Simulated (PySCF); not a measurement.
An unknown gives this computed stick spectrum. Computed with TDDFT CAM-B3LYP/def2-SVPD, vertical, gas phase, core orbitals frozen in the response (PySCF). Geometries: GFN2-xTB, one conformer each.

```
state  ν̃ (cm⁻¹)       f     main configurations (H = HOMO, L = LUMO)
   S1      30000  0.0001                                    H→L (94%)
   S2      40690  0.0001                                  H-3→L (90%)
   S3      45620   0.304                                  H-1→L (74%)
   S4      50340  0.0017                     H-2→L (81%), H-1→L (10%)
   S5      54320   0.047                                  H→L+1 (74%)
   S6      54930  0.0057  H-1→L+1 (24%), H-1→L+3 (14%), H-1→L+4 (11%)
   S7      55990   0.067                                  H-4→L (79%)
   S8      59930   0.036        H→L+2 (39%), H→L+4 (26%), H→L+5 (12%)
```

Question: Which candidate is it? All have the formula C4H7NOSi.
A. `CO[SiH2]/C=C\C#N`
B. `C[Si@@H]1OC[C@H]1C#N`
C. `O([SiH2]/N=C/C#C)C`

Answer: C. Its S1, at 3.72 eV, is the lowest among the candidates; the nearest of the others has S1 at 6.08 eV. S1 is HOMO→LUMO (94%). Löwdin shares by element: HOMO nitrogen 57%, carbon 13% or more, silicon 10%, hydrogen 5% or more; LUMO carbon 57% or more, nitrogen 27% (atoms not listed hold the other 16%). At the same level the other candidates give, for their lowest levels:
- `C[Si@@H]1OC[C@H]1C#N`: 6.77 eV (f 0.012); 6.98 eV (f 0.034); 7.15 eV (f 0.023); 7.71 eV (f 0.014); 7.72 eV (f 0.021); T1 6.18 eV; HOMO -9.63, LUMO 0.57 eV
- `CO[SiH2]/C=C\C#N`: 6.08 eV (f 0.294); 6.11 eV (f 0.001); 6.46 eV (f 0.071); 6.61 eV (f 0.001); 6.87 eV (f 0.002); T1 3.62 eV; HOMO -9.60, LUMO -0.76 eV

The values belong to the conformer `[CH:1]#[C:2]/[CH:3]=[N:4]/[SiH2:5][O:6][CH3:7]`: C3–N4–Si5–O6 -127°, N4–Si5–O6–C7 -51°.
Triplets come from the Tamm–Dancoff approximation.
